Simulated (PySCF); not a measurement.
Isomers of CH14ClNSi5, mass 214.966 u with the commonest isotopes. Computed with PBE0/pcSseg-1 in PySCF (dipole) on a GFN2-xTB geometry, gas phase. One conformer each, none proved a minimum here; rigid rotors.

Question: Order these by out-of-plane moment Σ m c² = (Ia + Ib − Ic)/2, largest first.
A. `[SiH3:1][SiH2:2][CH2:3][Si@@H:4]([Cl:5])[N:6]([SiH3:7])[SiH3:8]` with Si1–Si2–C3–Si4 -177°, Si2–C3–Si4–Cl5 65°, C3–Si4–N6–Si7 -159°
B. `[SiH3:1][Si:2]([SiH3:3])([SiH3:4])[NH:5][CH2:6][SiH2:7][Cl:8]` with Si2–N5–C6–Si7 91°, N5–C6–Si7–Cl8 43°
C. `[SiH3:1][N:2]([SiH3:3])[CH2:4][SiH2:5][Si@H:6]([SiH3:7])[Cl:8]` with Si1–N2–C4–Si5 -80°, N2–C4–Si5–Si6 -39°, C4–Si5–Si6–Si7 54°
D. `[SiH3:1][C@@H:2]([SiH2:3][Cl:4])[SiH2:5][N:6]([SiH3:7])[SiH3:8]` with Si1–C2–Si3–Cl4 66°, Si1–C2–Si5–N6 177°, C2–Si5–N6–Si7 112°

Answer: C (274.09 u·Å²), B (238.46 u·Å²), D (154.17 u·Å²), A (45.34 u·Å²).

Question: Order these by rotational constant B, largest first.
A. `[SiH3:1][SiH2:2][CH2:3][Si@@H:4]([Cl:5])[N:6]([SiH3:7])[SiH3:8]` with Si1–Si2–C3–Si4 -177°, Si2–C3–Si4–Cl5 65°, C3–Si4–N6–Si7 -159°
B. `[SiH3:1][C@@H:2]([SiH2:3][Cl:4])[SiH2:5][N:6]([SiH3:7])[SiH3:8]` with Si1–C2–Si3–Cl4 66°, Si1–C2–Si5–N6 177°, C2–Si5–N6–Si7 112°
C. `[SiH3:1][Si:2]([SiH3:3])([SiH3:4])[NH:5][CH2:6][SiH2:7][Cl:8]` with Si2–N5–C6–Si7 91°, N5–C6–Si7–Cl8 43°
D. `[SiH3:1][N:2]([SiH3:3])[CH2:4][SiH2:5][Si@H:6]([SiH3:7])[Cl:8]` with Si1–N2–C4–Si5 -80°, N2–C4–Si5–Si6 -39°, C4–Si5–Si6–Si7 54°

Answer: B (503.0 MHz), D (481.6 MHz), C (408.3 MHz), A (342.0 MHz).

Question: Order these by rotational constant A, smallest first.
A. `[SiH3:1][SiH2:2][CH2:3][Si@@H:4]([Cl:5])[N:6]([SiH3:7])[SiH3:8]` with Si1–Si2–C3–Si4 -177°, Si2–C3–Si4–Cl5 65°, C3–Si4–N6–Si7 -159°
B. `[SiH3:1][N:2]([SiH3:3])[CH2:4][SiH2:5][Si@H:6]([SiH3:7])[Cl:8]` with Si1–N2–C4–Si5 -80°, N2–C4–Si5–Si6 -39°, C4–Si5–Si6–Si7 54°
C. `[SiH3:1][Si:2]([SiH3:3])([SiH3:4])[NH:5][CH2:6][SiH2:7][Cl:8]` with Si2–N5–C6–Si7 91°, N5–C6–Si7–Cl8 43°
D. `[SiH3:1][C@@H:2]([SiH2:3][Cl:4])[SiH2:5][N:6]([SiH3:7])[SiH3:8]` with Si1–C2–Si3–Cl4 66°, Si1–C2–Si5–N6 177°, C2–Si5–N6–Si7 112°

Answer: B (853.1 MHz), C (873.0 MHz), D (903.5 MHz), A (1213 MHz).

| SMILES | point group | Ia (u·Å²) | Ib (u·Å²) | Ic (u·Å²) | κ | μa (D) | μb (D) | μc (D) |
| --- | --- | --- | --- | --- | --- | --- | --- | --- |
| [SiH3][C@@H]([SiH2]Cl)[SiH2]N([SiH3])[SiH3] | C1 | 559.35 | 1004.77 | 1255.78 | -0.60 | 0.78 | 1.24 | 0.89 |
| [SiH3][Si]([SiH3])([SiH3])NC[SiH2]Cl | C1 | 578.88 | 1237.80 | 1339.76 | -0.87 | 0.36 | 1.27 | 0.66 |
| [SiH3]N([SiH3])C[SiH2][Si@H]([SiH3])Cl | C1 | 592.39 | 1049.43 | 1093.63 | -0.90 | 1.39 | 0.11 | 0.91 |
| [SiH3][SiH2]C[Si@@H](Cl)N([SiH3])[SiH3] | C1 | 416.47 | 1477.78 | 1803.58 | -0.87 | 0.01 | 1.57 | 0.21 |
